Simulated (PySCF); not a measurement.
Species: CH11PSi3.
Numbering: `[SiH3:1][CH2:2][Si@@H:3]([SiH3:4])[PH2:5]` (hydrogens: H6, H7, H8 on Si1; H9, H10 on C2; H11 on Si3; H12, H13, H14 on Si4; H15, H16 on P5)

Theory: PBE0-D3(BJ)/def2-SVP geometry optimisation, gas phase (PySCF 2.14.0).

List the bond lengths, angles and torsions at this level.

```json
{"bond": "Si1–C2", "length (Å)": "1.882", "order": "single"}
{"bond": "C2–Si3", "length (Å)": "1.890", "order": "single"}
{"bond": "Si3–Si4", "length (Å)": "2.348", "order": "single"}
{"bond": "Si3–P5", "length (Å)": "2.270", "order": "single"}
{"bond": "Si1–H6, Si1–H7, Si1–H8", "length (Å)": "1.495", "order": "single"}
{"bond": "C2–H9", "length (Å)": "1.104", "order": "single"}
{"bond": "C2–H10", "length (Å)": "1.105", "order": "single"}
{"bond": "Si3–H11", "length (Å)": "1.498", "order": "single"}
{"bond": "Si4–H12, Si4–H13, Si4–H14", "length (Å)": "1.496", "order": "single"}
{"bond": "P5–H15, P5–H16", "length (Å)": "1.429", "order": "single"}
```

Bonds in one row agree within 0.01 Å and their mean is given. Orders are formal, as drawn. A selection of angles:
```json
{"angle": "C2–Si1–H6", "degrees": "110.8"}
{"angle": "C2–Si1–H7", "degrees": "109.9"}
{"angle": "H6–Si1–H7", "degrees": "108.2"}
{"angle": "H7–Si1–H8", "degrees": "108.6"}
{"angle": "Si1–C2–Si3", "degrees": "116.0"}
{"angle": "Si1–C2–H9", "degrees": "109.0"}
{"angle": "Si1–C2–H10", "degrees": "108.2"}
{"angle": "Si3–C2–H9", "degrees": "108.7"}
{"angle": "Si3–C2–H10", "degrees": "107.8"}
{"angle": "H9–C2–H10", "degrees": "106.9"}
{"angle": "C2–Si3–Si4", "degrees": "111.3"}
{"angle": "C2–Si3–P5", "degrees": "114.5"}
{"angle": "C2–Si3–H11", "degrees": "109.4"}
{"angle": "Si4–Si3–P5", "degrees": "106.4"}
{"angle": "Si4–Si3–H11", "degrees": "109.0"}
{"angle": "P5–Si3–H11", "degrees": "106.0"}
{"angle": "Si3–Si4–H12", "degrees": "110.3"}
{"angle": "H12–Si4–H13", "degrees": "108.6"}
{"angle": "H12–Si4–H14", "degrees": "108.4"}
{"angle": "Si3–P5–H15", "degrees": "94.4"}
{"angle": "H15–P5–H16", "degrees": "93.7"}
```

Torsions: Si1–C2–Si3–Si4 -55° (synclinal).

Si3 (SiH silicon) is distorted tetrahedral (angles from 106.0° to 114.5°). Si1 (SiH3 silicon) is tetrahedral (angles from 108.2° to 110.8°). Si4 (SiH3 silicon) is tetrahedral (angles from 108.4° to 110.4°). P5 (three-coordinate phosphorus) is pyramidal (angles 94.4°, 93.8° and 93.7°, sum 281.9°, 0.86 Å off the plane of its three neighbours). Of the pairs four or more bonds apart, Si4···H7 is among the closest relative to their van der Waals radii: 3.38 Å, 102 % of the sum of Bondi's values.

Point group: C1 (no symmetry element, even within 0.4 Å). No PBE0-D3(BJ)/def2-SVP frequencies stand behind this structure, so it isn't proved a minimum. The numbers are those of one conformer (Si1–C2–Si3–Si4 -55°, C2–Si3–P5–H 44° and -50°).

Time: 1.9 min wall. Hardware: an Arm Neoverse V1 with one thread, no GPU, shared host. This is the geometry optimisation.
